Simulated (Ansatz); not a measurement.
Method: PBE-D3(BJ)/def2-TZVP in Ansatz (a program for electronic structure). No frequencies were computed at this level.

Ansatz 0.2 input:
```yaml
crystal:
  periodic: [false, false, false]
  atoms:
    - { symbol: S, position_ang: [-0.701245, 0.564002, 2.24569] }
    - { symbol: C, position_ang: [-1.151635, -0.196209, 0.892994] }
    - { symbol: C, position_ang: [-0.255883, -1.080436, 0.122801] }
    - { symbol: S, position_ang: [0.148002, -0.266783, -1.487036] }
    - { symbol: C, position_ang: [1.123223, 1.055228, -0.944398] }
    - { symbol: S, position_ang: [1.794583, 2.154503, -1.92075] }
    - { symbol: H, position_ang: [-2.140295, -0.032309, 0.475602] }
    - { symbol: H, position_ang: [-0.747863, -2.010418, -0.164034] }
    - { symbol: H, position_ang: [0.676815, -1.284068, 0.647692] }
    - { symbol: H, position_ang: [1.254299, 1.096492, 0.131438] }
basis:
  gaussian: { orbitals: def2-tzvp }
hamiltonian:
  xc: pbe
  dispersion: d3bj
relax:
  max_steps: 150
```

Output:

```
Functional definition: PBE
1499 factors; their error is unknown
mean field evaluation 1: about -35647.7458 eV, gradient 8.6e1 eV
mean field evaluation 2: about -35579.3020 eV, gradient 1.7e2 eV
mean field evaluation 4: about -35662.4780 eV, gradient 3.0e1 eV
mean field evaluation 8: about -35665.4205 eV, gradient 7.9e-1 eV
mean field evaluation 16: about -35665.3848 eV, gradient 5.9e-3 eV
mean field -35665.38481819 eV, -1310.6787172023 hartree, gradient 5.0e-5 eV, S^2 0.000000; 0 other end points of the search recorded, 0 dependent functions left out
reference -35665.38485694 eV, -1310.6787186266 hartree; 35, 35 occupied and 193, 193 virtual orbitals, 1499 factors
relax step   1: F+E_penalty+E_count = -35665.72169286 eV  Δ(F+E_penalty+E_count) = +0.000e0 eV  max|allowed force component| = 5.205e-1 eV/Å  Δτ_max = 0.0000 Å  (34 SCF iters, accepted)
these checks for a lower state are left out or cut short: starts, cluster_reference, orbital_swaps, neighbouring_geometries, increment
1499 factors; their error is unknown
mean field -35665.40940499 eV, -1310.6796207507 hartree, gradient 1.5e-5 eV, S^2 0.000000; 0 other end points of the search recorded, 0 dependent functions left out
reference -35665.40944388 eV, -1310.6796221799 hartree; 35, 35 occupied and 193, 193 virtual orbitals, 1499 factors
relax step   2: F+E_penalty+E_count = -35665.74133262 eV  Δ(F+E_penalty+E_count) = -1.964e-2 eV  max|allowed force component| = 2.158e-1 eV/Å  Δτ_max = 0.0833 Å  (35 SCF iters, accepted)
these checks for a lower state are left out or cut short: starts, cluster_reference, orbital_swaps, neighbouring_geometries, increment
1499 factors; their error is unknown
mean field evaluation 32: about -35665.4014 eV, gradient 3.1e-4 eV
mean field -35665.40139120 eV, -1310.6793262493 hartree, gradient 1.1e-5 eV, S^2 0.000000; 0 other end points of the search recorded, 0 dependent functions left out
reference -35665.40143024 eV, -1310.6793276838 hartree; 35, 35 occupied and 193, 193 virtual orbitals, 1499 factors
relax step   3: F+E_penalty+E_count = -35665.73121859 eV  Δ(F+E_penalty+E_count) = +1.011e-2 eV  max|allowed force component| = 3.632e-1 eV/Å  Δτ_max = 0.0558 Å  (36 SCF iters, rejected (line search))
these checks for a lower state are left out or cut short: starts, cluster_reference, orbital_swaps, neighbouring_geometries, increment
1499 factors; their error is unknown
mean field -35665.41613860 eV, -1310.6798682061 hartree, gradient 1.1e-5 eV, S^2 0.000000; 0 other end points of the search recorded, 0 dependent functions left out
reference -35665.41617754 eV, -1310.6798696373 hartree; 35, 35 occupied and 193, 193 virtual orbitals, 1499 factors
relax step   4: F+E_penalty+E_count = -35665.74781914 eV  Δ(F+E_penalty+E_count) = -6.487e-3 eV  max|allowed force component| = 8.467e-2 eV/Å  Δτ_max = 0.0279 Å  (36 SCF iters, accepted)
these checks for a lower state are left out or cut short: starts, cluster_reference, orbital_swaps, neighbouring_geometries, increment
1499 factors; their error is unknown
mean field -35665.41711358 eV, -1310.6799040360 hartree, gradient 9.2e-6 eV, S^2 0.000000; 0 other end points of the search recorded, 0 dependent functions left out
reference -35665.41715253 eV, -1310.6799054674 hartree; 35, 35 occupied and 193, 193 virtual orbitals, 1499 factors
relax step   5: F+E_penalty+E_count = -35665.74848902 eV  Δ(F+E_penalty+E_count) = -6.699e-4 eV  max|allowed force component| = 3.491e-2 eV/Å  Δτ_max = 0.0199 Å  (36 SCF iters, accepted)
these checks for a lower state are left out or cut short: starts, cluster_reference, orbital_swaps, neighbouring_geometries, increment
1499 factors; their error is unknown
mean field -35665.41704175 eV, -1310.6799013964 hartree, gradient 9.9e-6 eV, S^2 0.000000; 0 other end points of the search recorded, 0 dependent functions left out
reference -35665.41708070 eV, -1310.6799028279 hartree; 35, 35 occupied and 193, 193 virtual orbitals, 1499 factors
relax step   6: F+E_penalty+E_count = -35665.74851364 eV  Δ(F+E_penalty+E_count) = -2.463e-5 eV  max|allowed force component| = 3.672e-2 eV/Å  Δτ_max = 0.0098 Å  (37 SCF iters, accepted)
these checks for a lower state are left out or cut short: starts, cluster_reference, orbital_swaps, neighbouring_geometries, increment
1499 factors; their error is unknown
mean field -35665.41735124 eV, -1310.6799127698 hartree, gradient 9.8e-6 eV, S^2 0.000000; 0 other end points of the search recorded, 0 dependent functions left out
reference -35665.41739019 eV, -1310.6799142012 hartree; 35, 35 occupied and 193, 193 virtual orbitals, 1499 factors
relax step   7: F+E_penalty+E_count = -35665.74874550 eV  Δ(F+E_penalty+E_count) = -2.319e-4 eV  max|allowed force component| = 2.456e-2 eV/Å  Δτ_max = 0.0086 Å  (38 SCF iters, accepted)
these checks for a lower state are left out or cut short: starts, cluster_reference, orbital_swaps, neighbouring_geometries, increment
1499 factors; their error is unknown
mean field evaluation 64: about -35665.4547 eV, gradient 4.4e-1 eV
mean field -35665.41733929 eV, -1310.6799123309 hartree, gradient 9.9e-6 eV, S^2 0.000000; 0 other end points of the search recorded, 0 dependent functions left out
reference -35665.41737824 eV, -1310.6799137623 hartree; 35, 35 occupied and 193, 193 virtual orbitals, 1499 factors
relax step   8: F+E_penalty+E_count = -35665.74877841 eV  Δ(F+E_penalty+E_count) = -3.291e-5 eV  max|allowed force component| = 1.166e-2 eV/Å  Δτ_max = 0.0028 Å  (38 SCF iters, accepted)
these checks for a lower state are left out or cut short: starts, cluster_reference, orbital_swaps, neighbouring_geometries, increment
1499 factors; their error is unknown
mean field -35665.41738347 eV, -1310.6799139542 hartree, gradient 1.0e-5 eV, S^2 0.000000; 0 other end points of the search recorded, 0 dependent functions left out
reference -35665.41742242 eV, -1310.6799153856 hartree; 35, 35 occupied and 193, 193 virtual orbitals, 1499 factors
relax step   9: F+E_penalty+E_count = -35665.74877697 eV  Δ(F+E_penalty+E_count) = +1.434e-6 eV  max|allowed force component| = 1.442e-2 eV/Å  Δτ_max = 0.0010 Å  (39 SCF iters, rejected (line search))
these checks for a lower state are left out or cut short: starts, cluster_reference, orbital_swaps, neighbouring_geometries, increment
1499 factors; their error is unknown
mean field -35665.41733752 eV, -1310.6799122657 hartree, gradient 1.0e-5 eV, S^2 0.000000; 0 other end points of the search recorded, 0 dependent functions left out
reference -35665.41737647 eV, -1310.6799136970 hartree; 35, 35 occupied and 193, 193 virtual orbitals, 1499 factors
relax step  10: F+E_penalty+E_count = -35665.74878435 eV  Δ(F+E_penalty+E_count) = -5.941e-6 eV  max|allowed force component| = 3.867e-3 eV/Å  Δτ_max = 0.0005 Å  (40 SCF iters, accepted)
1499 factors; their error is unknown
mean field evaluation 96: about -35665.1436 eV, gradient 1.0e1 eV
mean field -35665.41733752 eV, -1310.6799122657 hartree, gradient 1.0e-5 eV, S^2 0.000000; 1 other end points of the search recorded, 0 dependent functions left out
reference -35665.41737647 eV, -1310.6799136970 hartree; 35, 35 occupied and 193, 193 virtual orbitals, 1499 factors
Total energy: -35665.74882330 eV, -1310.6920941433 hartree
Atom 0 at    -0.768090     0.539706     2.308766 Å, force    -0.000142    -0.000780     0.000293 eV/Å
Atom 1 at    -1.165075    -0.203503     0.920186 Å, force    -0.001019    -0.000257    -0.000818 eV/Å
Atom 2 at    -0.250340    -1.066934     0.124478 Å, force    -0.000104    -0.000561     0.000525 eV/Å
Atom 3 at     0.133173    -0.230526    -1.477680 Å, force     0.000726     0.002412    -0.001756 eV/Å
Atom 4 at     1.150776     1.071926    -0.961905 Å, force     0.002460    -0.000633     0.003867 eV/Å
Atom 5 at     1.818322     2.141092    -1.991640 Å, force    -0.001681    -0.000717    -0.002029 eV/Å
Atom 6 at    -2.162460    -0.062946     0.477089 Å, force     0.001925    -0.000055    -0.000206 eV/Å
Atom 7 at    -0.744765    -2.002209    -0.181948 Å, force     0.000150     0.001380     0.001371 eV/Å
Atom 8 at     0.682149    -1.292711     0.655715 Å, force    -0.000429     0.000365    -0.000134 eV/Å
Atom 9 at     1.306311     1.106105     0.126937 Å, force    -0.001886    -0.001154    -0.001114 eV/Å
Dipole moment:    -0.268835    -0.608074     0.094504 e Å
```

Cost: around 70 core-seconds (rough).
